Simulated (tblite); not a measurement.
Species: C₅H₇NO₃S.
Z-matrix (Å and degrees, GFN2-xTB geometry), rows numbered from 1:
```
C 
N   1  1.2573
C   2  1.3857  1  124.40
C   3  1.3390  2  122.18  1   -41.22
O   4  1.3622  3  129.73  2  -170.71
C   5  1.3910  4  118.19  3     6.51
S   6  1.8329  5  110.52  4   -41.40
O   7  1.4357  6  108.29  5   174.92
O   7  1.4320  6  109.47  5   -54.70
C   3  1.5025  2  113.05  1   143.07
H   1  1.0915  2  124.79  3    -3.38
H   1  1.0797  2  117.66  3   177.50
H   4  1.0812  3  120.76  2     5.32
H   6  1.0888  5  108.03  4  -160.89
H   6  1.0948  5  112.32  4    76.78
H  10  1.0878  3  110.37  2   -45.25
H  10  1.0884  3  113.12  2    77.50
```

Calculated harmonic vibrations of the isolated species, GFN2-xTB (tblite), most abundant isotopes, no scaling. Against measured fundamentals such values can be off by several per cent, at times by over 20. One conformer, not necessarily the lowest.

Harmonic wavenumbers (cm⁻¹): 43.0, 116.7, 141.7, 194.9, 230.7, 264.8, 281.1, 317.2, 358.1, 394.6, 421.9, 471.4, 514.1, 624.5, 702.9, 712.5, 742.7, 785.9, 807.7, 864.4, 894.9, 965.7, 1005.2, 1045.7, 1092.4, 1129.4, 1135.7, 1148.6, 1167.4, 1209.0, 1230.0, 1271.5, 1299.4, 1406.6, 1412.2, 1415.8, 1671.9, 1714.7, 2918.2, 2923.1, 2992.3, 3010.8, 3013.9, 3080.6, 3083.4.

A = 2303, B = 878.2, C = 751.0 MHz; mass 161.015 u (most abundant isotopes); point group C1, symmetry number 1.

Problem. What is the zero-point energy?

Solution. ½Σν̃ = 26115 cm⁻¹ = 74.67 kcal/mol.

Problem. Entropy at 350 K, 1 bar (ideal gas, RRHO, classical rotation)?

Solution. Translation 41.96, rotation 30.22, vibration 32.00: S = 104.2 cal/(mol K).

Problem. And Cp and H(350 K) − H(0)?

Solution. Cp = 43.75 cal/(mol K), of which vibrations give 35.80 (their classical limit is 45 R = 89.4); H(350 K) − H(0) = 8.94 kcal/mol without the zero-point energy, 6.15 from vibrations.

Problem. How do the functions run with temperature in this model?

Solution. 
| T (K) | S (cal/(mol K)) | Cp (cal/(mol K)) | H − H(0) (kcal/mol) | G − H(0) (kcal/mol) | ln q(vib) |
| --- | --- | --- | --- | --- | --- |
| 150 | 76.9 | 23.1 | 2.21 | -9.33 | 2.36 |
| 250 | 91.2 | 33.7 | 5.05 | -17.75 | 4.75 |
| 298.15 | 97.6 | 38.7 | 6.80 | -22.29 | 5.95 |
| 400 | 110.3 | 48.3 | 11.24 | -32.89 | 8.52 |
| 600 | 132.7 | 62.1 | 22.38 | -57.25 | 13.54 |
| 900 | 160.4 | 74.3 | 43.02 | -101.38 | 20.59 |

q(vib) and H(0) count from the zero-point level.

Problem. What must be added to the electronic energy to get the Gibbs energy at 350 K and 1 bar?

Solution. ZPE + [H(350 K) − H(0)] − T·S = 74.67 + 8.94 − 36.46 = 47.15 kcal/mol.

Problem. Blend soft modes into free rotors: weight 1/[1 + (100 cm⁻¹/ν̃)⁴] for the oscillator and the rest for a rotor with moment μB/(μ + B), μ = h/(8π²ν), B = 10⁻⁴⁴ kg m². What vibrational entropy results?

Solution. 30.19 cal/(mol K) in place of 32.00, which changes −T·S at 350 K by +0.64 kcal/mol.

Hindered rotation and anharmonicity are outside this model. Other conformers, if any are populated, would add a mixing term that is left out. The structure is chiral; the term R ln 2 for an equal mix with its mirror image is left out.
